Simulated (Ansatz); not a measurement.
CH$_{5}$NO$_{2}$Zn (`N[CH](O)[Zn][OH]`), 10 atoms. Charge 0, multiplicity 1. For Zn the d shell is correlated and the shells below it are frozen. Scalar relativity is left out up to krypton. All runs use 4 threads of an Arm Neoverse V1 on a shared host. Correlated methods freeze the cores.

Problem. How many basis functions does each run have, and how long does it take in Ansatz? RHF-CCSD(T) with 3s3p of Cu, Zn/def2-TZVPP energy; RKS PBE0-D4/def2-TZVP relaxation (34 steps); RKS ωB97M-V/def2-TZVPP energy and forces; RKS r2SCAN-D4/def2-TZVPP energy and forces; RKS PBE0-D4/def2-SVP energy; RKS PBE0-D4/def2-QZVPP energy; RKS PBE0-D4/def2-TZVP frequencies; RKS B2PLYP (frozen core with 3s3p of Cu, Zn)/def2-TZVPP energy; RHF-CCSD(T) with 3s3p of Cu, Zn/def2-SVP energy; RKS ωB97M-V/def2-SVP energy; RHF-MP2 with 3s3p of Cu, Zn/def2-QZVPP energy; direct RPA on PBE orbitals with 3s3p of Cu, Zn/def2-TZVPP energy. (Estimate.)

Solution. The calculation gave: Other jobs shared the machine, so times are rough.

```csv
level,job,functions,wall time,peak host memory (GiB)
RKS PBE0-D4/def2-SVP,energy,112,1.4 s,0.24
RKS r2SCAN-D4/def2-TZVPP,energy and forces,258,6.5 s,0.38
RKS ωB97M-V/def2-SVP,energy,112,7 s,0.36
"RKS B2PLYP (frozen core with 3s3p of Cu, Zn)/def2-TZVPP",energy,258,7.5 s,0.71
"direct RPA on PBE orbitals with 3s3p of Cu, Zn/def2-TZVPP",energy,258,8.5 s,0.63
"RHF-CCSD(T) with 3s3p of Cu, Zn/def2-SVP",energy,112,9.5 s,0.58
RKS ωB97M-V/def2-TZVPP,energy and forces,258,14 s,0.97
RKS PBE0-D4/def2-QZVPP,energy,478,15 s,1.8
"RHF-MP2 with 3s3p of Cu, Zn/def2-QZVPP",energy,478,26 s,2.9
RKS PBE0-D4/def2-TZVP,relaxation (34 steps),202,2.3 min,0.61
RKS PBE0-D4/def2-TZVP,frequencies,202,3 min,0.6
"RHF-CCSD(T) with 3s3p of Cu, Zn/def2-TZVPP",energy,258,5.2 min,6.3
```
